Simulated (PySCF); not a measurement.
## A search over the determinants of HgO⁺

Unrestricted PBE0; PySCF, scalar-relativistic core potentials, basis sets Hg def2-SVPD with ECP60, O def2-SVPD. Outer shells of the fragments: Hg+ 5d10 6s1; O 2s2 2p4.

Followed along the bond (rough minima from three points):

| 2Ms+1 | unpaired | ⟨S²⟩ at the start | R at minimum (Å) | Te (eV) |
| --- | --- | --- | --- | --- |
| 2 | π ↑ | 0.90 | 2.02 | 0.00 |
| 4 | σ ↑, π ↑↑ | 3.76 | 2.59 | 0.25 |
| 2 | σ ↓, π ↑↑ | 1.75 | 2.67 | 0.44 |

Solutions found at the starting distance of 2.075 Å, counted from the lowest of them; the search is not exhaustive and high or unbound solutions are not listed, so other states can lie among these:

```csv
2Ms+1,unpaired,term,E (eV),⟨S²⟩,⟨Lz²⟩,μ (D)
2,π ↑,²Π,0.00,0.90,1.01,-2.13
4,"σ ↑, π ↑↑",⁴Σ⁻,0.77,3.76,0.00,1.87
2,"σ ↓, π ↑↑",mixed,1.07,1.75,0.00,1.75
2,"σ ↑, π ↑↓",mixed,1.68,1.76,2.01,1.69
4,"σ ↑↑, π ↑",⁴Π,1.81,3.76,1.01,0.61
2,σ ↑,²Σ⁺,2.76,0.76,0.00,-3.87
```

A term symbol is given only where ⟨S²⟩ and ⟨Lz²⟩ are close to those of a pure state; real π, δ and φ orbitals otherwise mix terms. A positive dipole points towards O; it is taken about the centre of mass and depends on that origin.

Question: Compare the gap between the two lowest followed solutions at the starting distance with the gap between their minima.

Answer: At PBE0 the second solution (quartet, unpaired electrons σ ↑, π ↑↑) lies +0.77 eV from the first (doublet, unpaired electrons π ↑) at 2.075 Å and +0.25 eV at the minima; the two curves relax by different amounts, since their minima lie near 2.59 and 2.02 Å.

Spin–orbit coupling is left out.
